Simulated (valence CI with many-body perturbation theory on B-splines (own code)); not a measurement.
**E1 line list for La XXVI**

Computed by configuration interaction combined with many-body perturbation theory (CI+MBPT): four valence electrons over a frozen Dirac-Fock core [Ar] 3d10, radial functions for each j: 11 s, 11 p, 10 d, 8 f, 5 g, 2 h, with the one-electron correlation potential Σ1 (screened to all orders), the two-electron term Σ2, the three-electron term Σ3, Breit, model QED; selected single and double excitations, second order for the rest, scaled by the run's own slope (own B-spline code, finite nucleus).

No measured spectrum was set against this ion. As an estimate, levels hold to about 250 cm⁻¹ or 0.2 % of their energy and the worst to 1 %, as in measured heavy ions of charge 2 to 7; those with d or f electrons hold less well. Among the levels kept, up to 500 cm⁻¹ of a level comes from second order outside the variational space, and about a tenth of that is noise between levels of different J, which matters for small intervals.

Lines 51 to 100 of 557 in falling wavelength, among levels below 309.36 eV, chosen from the strongest by gf and those to the six lowest levels. Wavelengths and rates use the calculated energies, so an error of 2000 cm⁻¹ moves a line at 16.74 nm by 0.33 % and its rate by three times that or more. Electric multipoles are in the length gauge, E1 and E2 with the static RPA response of the core. Weak lines are less certain than strong ones. Lines between different terms over intervals too small for the method are left out, as are lines whose strength nearly cancels. Where a level lies close to another of its J and parity, the split of strength between their lines is uncertain. The highest levels of a list are the least certain.

Levels are named by their leading jj configuration (3d3/2^4 stands for four electrons in 3d with j = 3/2), which in mixed levels can hold well under half, so a name can repeat and another be missing. Letters in brackets count levels of one name in rising energy.

```tsv
λ vac (nm)	Upper	Lower	A (s⁻¹)	S (a.u.)
16.74	(4p1/2^2 4p3/2 4d5/2) J=4	(4s 4p1/2 4p3/2 4d5/2) J=4 [a]	6.90e+09	1.44e-01
16.67	(4s 4p1/2 4p3/2^2) J=2 [a]	(4s^2 4p1/2 4p3/2) J=1	1.03e+10	1.18e-01
16.40	(4s 4p3/2^2 4d5/2) J=5	(4s^2 4p3/2 4d5/2) J=4	1.63e+10	3.91e-01
16.34	(4p1/2 4p3/2^2 4d5/2) J=5	(4s 4p1/2 4p3/2 4d5/2) J=4 [c]	1.12e+10	2.66e-01
16.24	(4p3/2^3 4d5/2) J=4	(4s 4p3/2^2 4d5/2) J=4 [b]	1.85e+10	3.53e-01
16.17	(4s 4p1/2 4p3/2^2) J=3	(4s^2 4p1/2 4p3/2) J=2	6.61e+09	9.65e-02
16.11	(4s^2 4p1/2 4d3/2) J=1	(4s^2 4p3/2^2) J=0	7.32e+08	4.53e-03
15.91	(4p1/2 4p3/2^2 4d3/2) J=4	(4s 4p1/2 4p3/2 4d3/2) J=3 [b]	7.06e+09	1.26e-01
15.89	(4s 4p3/2^2 4d5/2) J=3 [a]	(4s^2 4p3/2 4d5/2) J=2	7.00e+09	9.71e-02
15.86	(4s 4p3/2^2 4d3/2) J=4	(4s^2 4p3/2 4d3/2) J=3	1.05e+10	1.86e-01
15.70	(4s 4p3/2^2 4d5/2) J=2 [b]	(4s^2 4p3/2 4d5/2) J=1	2.57e+10	2.46e-01
15.69	(4s 4p1/2 4p3/2 4d5/2) J=2 [a]	(4s^2 4p1/2 4d3/2) J=2	1.93e+10	1.84e-01
15.68	(4s 4p3/2^2 4d5/2) J=1 [a]	(4s^2 4p3/2 4d5/2) J=2	1.76e+10	1.01e-01
15.66	(4s 4p1/2 4d3/2 4d5/2) J=3 [a]	(4s 4p1/2 4p3/2 4d3/2) J=2 [c]	7.35e+09	9.75e-02
15.65	(4p1/2 4p3/2^3) J=2	(4s 4p1/2 4p3/2^2) J=2 [b]	1.53e+10	1.45e-01
15.64	(4p1/2 4p3/2^2 4d5/2) J=3 [a]	(4s 4p1/2 4p3/2 4d5/2) J=2 [b]	8.19e+09	1.08e-01
15.63	(4p1/2 4p3/2^2 4d5/2) J=3 [c]	(4s 4p1/2 4p3/2 4d5/2) J=2 [d]	9.17e+09	1.21e-01
15.59	(4s^2 4p1/2 4f7/2) J=4	(4s^2 4p3/2 4d5/2) J=3	1.13e+10	1.90e-01
15.50	(4s 4p1/2 4p3/2 4d5/2) J=3 [c]	(4s^2 4p1/2 4d5/2) J=2	9.66e+09	1.24e-01
15.49	(4p1/2 4p3/2^2 4d5/2) J=3 [b]	(4s 4p1/2 4p3/2 4d5/2) J=3 [e]	2.07e+10	2.66e-01
15.47	(4s 4p1/2 4p3/2 4d5/2) J=4 [b]	(4s^2 4p1/2 4d5/2) J=3	5.64e+09	9.28e-02
15.46	(4p1/2 4p3/2^2 4d5/2) J=2 [c]	(4s 4p1/2 4p3/2 4d5/2) J=2 [e]	1.02e+10	9.33e-02
15.40	(4s 4p1/2 4p3/2 4d5/2) J=3 [d]	(4s^2 4p1/2 4d5/2) J=2	3.16e+10	3.99e-01
15.36	(4s 4p3/2^2 4d5/2) J=3 [b]	(4s^2 4p3/2 4d5/2) J=2	8.26e+09	1.04e-01
15.34	(4s 4p3/2^3) J=2	(4s^2 4p3/2^2) J=2	2.63e+10	2.35e-01
15.29	(4s^2 4p1/2 4d5/2) J=3	(4s^2 4p3/2^2) J=2	7.18e+08	8.86e-03
15.14	(4p1/2 4p3/2^2 4d5/2) J=4 [b]	(4s 4p1/2 4p3/2 4d3/2) J=3 [b]	7.56e+09	1.17e-01
15.12	(4s 4p1/2 4d3/2 4d5/2) J=3 [a]	(4s 4p1/2 4p3/2 4d5/2) J=3 [d]	8.19e+09	9.78e-02
15.10	(4p1/2^2 4p3/2 4d5/2) J=3	(4s 4p1/2^2 4d5/2) J=2	1.31e+10	1.56e-01
15.09	(4p1/2^2 4p3/2 4d3/2) J=3	(4s 4p1/2^2 4d5/2) J=3	7.63e+09	9.06e-02
15.08	(4s 4p1/2 4p3/2 4d5/2) J=4 [c]	(4s^2 4p1/2 4d5/2) J=3	3.28e+10	4.99e-01
14.97	(4s 4p1/2 4p3/2 4d5/2) J=3 [c]	(4s^2 4p1/2 4d5/2) J=3	7.93e+09	9.19e-02
14.91	(4s 4p1/2 4p3/2 4d5/2) J=3 [b]	(4s^2 4p1/2 4d3/2) J=2	9.22e+09	1.06e-01
14.81	(4s 4p1/2 4p3/2 4d3/2) J=3 [b]	(4s^2 4p1/2 4d3/2) J=2	2.37e+10	2.66e-01
14.81	(4s 4p3/2^2 4d5/2) J=4 [b]	(4s^2 4p3/2 4d3/2) J=3	8.35e+09	1.21e-01
14.79	(4s 4p1/2 4p3/2 4d5/2) J=2 [b]	(4s^2 4p1/2 4d3/2) J=2	1.64e+10	1.31e-01
14.77	(4s^2 4p1/2 4d5/2) J=2	(4s^2 4p3/2^2) J=2	1.13e+10	8.97e-02
14.77	(4p1/2 4p3/2^2 4d5/2) J=2 [a]	(4s 4p1/2 4p3/2 4d5/2) J=3 [c]	1.58e+10	1.26e-01
14.77	(4s 4p1/2 4p3/2 4d3/2) J=2 [c]	(4s^2 4p1/2 4d3/2) J=1	3.57e+10	2.84e-01
14.74	(4p1/2 4p3/2^2 4d5/2) J=3 [a]	(4s 4p1/2 4p3/2 4d5/2) J=2 [a]	9.15e+09	1.01e-01
14.73	(4p1/2 4p3/2^2 4d3/2) J=2 [b]	(4s 4p1/2 4p3/2 4d3/2) J=3 [b]	2.93e+10	2.31e-01
14.71	(4s 4p3/2^2 4d5/2) J=3 [a]	(4s^2 4p3/2 4d3/2) J=2	1.32e+10	1.46e-01
14.67	(4s 4p3/2^2 4d5/2) J=3 [d]	(4s^2 4p3/2 4d5/2) J=3	4.47e+10	4.88e-01
14.65	(4s 4p1/2 4p3/2^2) J=2 [b]	(4s^2 4p1/2 4p3/2) J=2	4.13e+10	3.21e-01
14.65	(4s 4p3/2^2 4d5/2) J=2 [a]	(4s^2 4p3/2 4d3/2) J=3	1.87e+10	1.45e-01
14.63	(4s 4p1/2 4p3/2^2) J=1 [a]	(4s^2 4p1/2 4p3/2) J=2	7.16e+08	3.32e-03
14.63	(4s 4p3/2^2 4d5/2) J=3 [b]	(4s^2 4p3/2 4d3/2) J=3	1.57e+10	1.70e-01
14.58	(4s 4p1/2^2 4p3/2) J=1	(4s^2 4p1/2^2) J=0	4.32e+10	1.98e-01
14.57	(4s 4p1/2 4p3/2^2) J=0	(4s^2 4p1/2 4p3/2) J=1	4.12e+10	6.29e-02
14.55	(4s 4p3/2^2 4d5/2) J=1 [b]	(4s^2 4p3/2 4d5/2) J=1	2.16e+10	9.84e-02
```
